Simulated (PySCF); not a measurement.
**Different ions with Cl ligands: linear complexes compared**

All values are computed with PySCF: state-averaged CASSCF of the d shell with SC-NEVPT2, spin-free X2C, triple-zeta basis on the metal and double-zeta on the ligands, mean-field spin-orbit coupling; DFT geometries.

```tsv
complex	point group	M–L / Å	L–M–L / °	solvent
CuCl2	D∞h	2.06	180	none
VCl2	D∞h	2.19	180	none
CoCl2	D∞h	2.09	180	none
TiCl2	D∞h	2.24	180	none
NiCl2	D∞h	2.06	180	none
```

For TiCl2 the d shell alone is too small an active space: its values show what this model gives and aren't sound predictions.

Question: Rank by the spin-orbit constant ζ, lowest first.
A. CuCl2
B. CoCl2
C. VCl2
D. NiCl2
E. TiCl2

Answer: E (106 cm⁻¹), C (157 cm⁻¹), B (505 cm⁻¹), D (637 cm⁻¹), A (794 cm⁻¹).

Question: What are the ground states and moments?

Answer: 
```tsv
complex	shell	ground state (NEVPT2)	total orbital splitting (CASSCF fit) / cm⁻¹	μeff(300 K) / μB
CuCl2	d9	2Σg+	4182	2.73
VCl2	d3	4Σg-	5409	3.81
CoCl2	d7	4Φg	4897	6.41
TiCl2	d2	3Δg	6287	3.05
NiCl2	d8	3Σg-	4706	4.76
```

The d shell alone makes Cu(II) chlorides too ionic and overstates the moment of CuCl2.

In CoCl2 the next state lies within 300 cm⁻¹ of the lowest, inside the method's error, so which of them is lowest is undecided.
